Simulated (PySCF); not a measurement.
# Spin-rotation constants: `c1c[n+]([C@H](C)C#N)cs1`, [C₆H₇N₂S]+, charge +1

Geometry:
```
atom   x (Å)   y (Å)   z (Å)
  C1  -1.733  -0.454  -0.810
  C2  -0.992  -0.001   0.452
  C3  -1.476   1.306   0.877
  N4  -1.848   2.337   1.187
  N5   0.448   0.067   0.204
  C6   1.300  -0.962   0.462
  C7   2.576  -0.688   0.103
  S8   2.703   0.887  -0.569
  C9   1.049   1.113  -0.345
 H10  -2.797  -0.526  -0.599
 H11  -1.378  -1.431  -1.129
 H12  -1.593   0.260  -1.619
 H13  -1.163  -0.715   1.267
 H14   0.942  -1.873   0.907
 H15   3.433  -1.326   0.203
 H16   0.524   2.016  -0.604
```

Total charge +1.

Computed with GIAO CAM-B3LYP/pcSseg-1 magnetisability, rotational g tensor and spin-rotation constants, non-relativistic, gas phase in PySCF 2.14.0. Geometry: GFN2-xTB.

For an ion the centre-of-mass motion in the field is neglected.

(1) Give the nuclear spin-rotation constants along the inertial axes (H = +C I·J) beside the isotropic shieldings.

Results:

(1) Rotational constants 2.8325, 0.9578, 0.8202 GHz. A star marks the isotopologue with that one atom substituted, in its own axes.
| atom | isotope | Caa (kHz) | Cbb (kHz) | Ccc (kHz) | mean (kHz) | σ (ppm) |
| --- | --- | --- | --- | --- | --- | --- |
| N4 | 14N | 0.514 | 0.085 | 0.201 | 0.267 | -66.8 |
| N5 | 14N | 0.528 | 0.125 | 0.073 | 0.242 | 12.9 |
| H10 | 1H | 0.034 | -0.117 | -0.102 | -0.062 | 29.3 |
| H11 | 1H | -0.247 | -0.026 | -0.106 | -0.126 | 29.7 |
| H12 | 1H | -0.351 | -0.089 | -0.021 | -0.154 | 29.7 |
| H13 | 1H | -0.297 | -0.066 | -0.024 | -0.129 | 26.5 |
| H14 | 1H | -0.314 | 0.027 | -0.061 | -0.116 | 23.7 |
| H15 | 1H | 0.110 | -0.080 | -0.086 | -0.019 | 23.4 |
| H16 | 1H | -0.151 | -0.005 | -0.063 | -0.073 | 22.1 |
| C1 | 13C* | 0.440 | 0.156 | 0.120 | 0.239 | 156.7 |
| C2 | 13C* | 0.441 | 0.211 | 0.161 | 0.271 | 131.7 |
| C3 | 13C* | 0.931 | 0.101 | 0.366 | 0.466 | 65.9 |
| C6 | 13C* | 0.983 | 0.371 | 0.208 | 0.520 | 41.2 |
| C7 | 13C* | 1.210 | 0.333 | 0.178 | 0.574 | 40.2 |
| S8 | 33S* | 1.277 | 0.420 | 0.272 | 0.656 | 170.1 |
| C9 | 13C* | 1.202 | 0.427 | 0.212 | 0.614 | 10.2 |

For the geometry as given, no vibrational averaging.
